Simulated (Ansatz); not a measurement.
`C[CH2][Ge][O]C` and `C[O][Ge][NH2]` differ in one atom or group.

Ansatz, PBE0-D4/def2-TZVP geometries, multiplicity 1. Each molecule was computed in one conformer, which needn't be the lowest.

Scalar relativity is left out up to krypton.

| property | `C[CH2][Ge][O]C` |
| --- | --- |
| size of the dipole moment (PBE/def2-TZVPP) / D | 0.28 |
| LUMO energy (PBE/def2-TZVPP) / eV | -2.51 |
| LUMO energy (ωB97M-V/def2-TZVPP) / eV | 0.21 |
| HOMO–LUMO gap (B3LYP/def2-TZVPP) / eV | 4.07 |
| ideal-gas entropy at 298 K and 1 bar (rigid rotor, harmonic PBE0-D4/def2-TZVP) / J/(mol·K) | 374 |
| HOMO–LUMO gap (PBE0/def2-TZVPP) / eV | 4.48 |

What does the change do to each property? (Estimate.)

Computed: 
```
                                                                                  property  `C[O][Ge][NH2]`  shift
                                            size of the dipole moment (PBE/def2-TZVPP) / D             0.60   0.32
                                                         LUMO energy (PBE/def2-TZVPP) / eV            -1.81   0.70
                                                     LUMO energy (ωB97M-V/def2-TZVPP) / eV             0.88   0.67
                                                     HOMO–LUMO gap (B3LYP/def2-TZVPP) / eV             5.52   1.45
ideal-gas entropy at 298 K and 1 bar (rigid rotor, harmonic PBE0-D4/def2-TZVP) / J/(mol·K)              331    -43
                                                      HOMO–LUMO gap (PBE0/def2-TZVPP) / eV             5.91   1.43
```

With PBE0 the HOMO falls by 0.75 eV and the LUMO rises by 0.67 eV, so the gap widens by about 1.42 eV. PBE moves the HOMO by -0.65 eV and ωB97M-V by -0.85 eV. The zero-point energy changes by -102.2 kJ/mol with -12 modes. Dipoles are sizes alone; their direction can turn. Modes under 60 cm⁻¹, often nearly free rotors, make the harmonic entropy too high.

B3LYP here is the variant with VWN-RPA as its local correlation; programs differ in this.
